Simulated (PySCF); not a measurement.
Unknown compound

An unknown has the formula C$_{5}$H$_{10}$Si. Its calculated NMR data are:

¹H NMR (400 MHz, computed): δ 3.23 (m, 2H), 2.09 (s, 3H), 2.09 (s, 3H), 1.11 (m, 2H).

¹³C{¹H} NMR (computed): δ 151.6 (C), 126.1 (C), 30.9 (CH3), 25.4 (CH3), 0.1 (CH2).

[PySCF 2.14.0 with density-fitted response routines: GFN2-xTB structure; GIAO PBE0/pcSseg-1 shieldings; non-relativistic Hamiltonian; a single conformation; no solvent; averaged over atoms made equivalent by symmetry, fast rotation or ring inversion]

Scale: TMS for ¹H (31.72 ppm) and ¹³C (186.93 ppm) (reference shieldings calculated alike).

Question: Choose the structure that fits.
A. C=C[SiH2]C(=C)C
B. C=CC1C[SiH2]C1
C. CC(C)=C1C[SiH2]1
D. C=C(C)[C@@H]1C[SiH2]1

Answer: C. 

- Rings plus π bonds: 2 (1 ring in the answer).
- 5 carbon signals for 5 carbons: no two carbons are equivalent.
- Carbon types of the structure: 2 × C, 1 × CH2, 2 × CH3, leaving 2 H on heteroatoms.
- δC 151.6, 126.1: fully substituted alkene carbon; an sp2 carbon of a C=C bond.
- δC 30.9, 25.4: allylic methyl carbon; a saturated carbon with 1 carbon neighbour and no heteroatom attached.
- δC 0.1: three-membered-ring carbon; carbons of three-membered rings are unusually shielded.
- δH 2.09, 2.09: hydrogen on an allylic methyl carbon; allylic position.
- δH 1.11: hydrogen on a three-membered-ring carbon; cyclopropane-type protons are shielded by the ring.

The others: C=C(C)[C@@H]1C[SiH2]1 would give 8 signals for carbon-bound and other non-exchanging H, not 4; C=C[SiH2]C(=C)C would give 7 signals for carbon-bound and other non-exchanging H, not 4; C=CC1C[SiH2]C1 would give 4 carbon signals, not 5.

Shifts are as computed. Against solution values, carbons near 30 ppm lie about +3 ppm off and those near 130 ppm about +5 ppm. Of 1309 compounds with measured shifts, 239 miss one by over three times the rms of a fit or turn the order of signals round; such compounds aren't used in these exercises. Multiplicities follow the n + 1 count of equivalent neighbours, as no J values were calculated; m marks all less simple cases, F and P coupling included.
